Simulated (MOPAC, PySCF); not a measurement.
C₆H₁₈BN₃, SMILES `CN(C)B(N(C)C)N(C)C`, neutral singlet in the gas phase. 

Cartesian coordinates (Å):
SMILES: CN(C)B(N(C)C)N(C)C
```xyz
28

C      2.1024     0.5832    -1.3465
N      1.4114    -0.1466    -0.3088
C      2.2657    -1.0377     0.4414
B      0.0000     0.0001    -0.0469
N     -0.6412     1.2778    -0.2432
C      0.0242     2.5392    -0.0133
C     -2.0088     1.4155    -0.6876
N     -0.7701    -1.1309     0.4113
C     -1.8886    -1.0102     1.3175
C     -0.4949    -2.4901     0.0068
H      2.8676     1.2794    -0.9456
H      2.6298    -0.1071    -2.0351
H      1.3896     1.1676    -1.9428
H      2.6821    -1.8579    -0.1791
H      1.7107    -1.4890     1.2741
H      3.1304    -0.4927     0.8704
H     -0.5465     3.1661     0.7009
H      0.1415     3.1384    -0.9398
H      1.0220     2.3733     0.4134
H     -2.6633     1.8860     0.0748
H     -2.0706     2.0495    -1.5949
H     -2.4302     0.4335    -0.9388
H     -1.9892     0.0261     1.6653
H     -2.8509    -1.3129     0.8553
H     -1.7487    -1.6520     2.2103
H      0.2975    -2.5103    -0.7527
H     -1.3947    -2.9643    -0.4339
H     -0.1773    -3.1343     0.8525
```
Charge 0, spin multiplicity 1.

All levels are single points at this geometry (B3LYP-D3(BJ)/def2-SVP); Pople sets use spherical d functions. Orbital energies aren't observables, and empty levels follow the basis.

HF/STO-3G in PySCF gives HOMO (eV) = -6.89.

**Question.** Estimate the HOMO (eV) from each of these levels: ωB97X-D3(BJ)/def2-TZVP in PySCF; B3LYP/3-21G in PySCF; B3LYP/6-311+G** in PySCF; B3LYP/6-31G* in PySCF; BP86/6-31G* in PySCF; PBE/6-31G* in PySCF; SVWN5/6-31G* in PySCF; HF/3-21G in PySCF; HF/6-31G* in PySCF; AM1 in MOPAC; PM3 in MOPAC; PM6 in MOPAC.

**Answer.** 
```
level                            HOMO (eV)
-------------------------------  ---------
ωB97X-D3(BJ)/def2-TZVP in PySCF      -8.25
B3LYP/3-21G in PySCF                 -5.11
B3LYP/6-311+G** in PySCF             -5.65
B3LYP/6-31G* in PySCF                -5.36
BP86/6-31G* in PySCF                 -4.39
PBE/6-31G* in PySCF                  -4.27
SVWN5/6-31G* in PySCF                -4.35
HF/3-21G in PySCF                    -8.69
HF/6-31G* in PySCF                   -8.89
AM1 in MOPAC                         -8.54
PM3 in MOPAC                         -7.97
PM6 in MOPAC                         -7.41
```
